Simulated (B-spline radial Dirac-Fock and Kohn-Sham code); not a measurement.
**Core-level shifts of praseodymium with charge state**

Calculated with a radial atomic solver, using multi-electron Dirac-Fock with separately optimised hole states, Breit and Lamb-shift corrections added in first order. Each ion is free and in its tabulated ground configuration. No correlation.

Reference: Pr⁴⁹⁺, [He] 2s2 2p6, with K 45636.1 eV. Shifts from it, in eV (a dash: the subshell is empty, belongs to an open shell averaged over j, or its hole state is left out as unreliable):

```tsv
ion	configuration	K
Pr⁵⁰⁺	[He] 2s2 2p5	+362.1
Pr⁵¹⁺	[He] 2s2 2p4	+729.0
Pr⁵²⁺	[He] 2s2 2p3	+1100.6
Pr⁵³⁺	[He] 2s2 2p2	+1477.1
Pr⁵⁴⁺	[He] 2s2 2p1	+1858.3
Pr⁵⁵⁺	[He] 2s2	+2244.2
Pr⁵⁶⁺	[He] 2s1	–
Pr⁵⁷⁺	1s2	+2932.5
Pr⁵⁸⁺	1s1	+4086.3
```
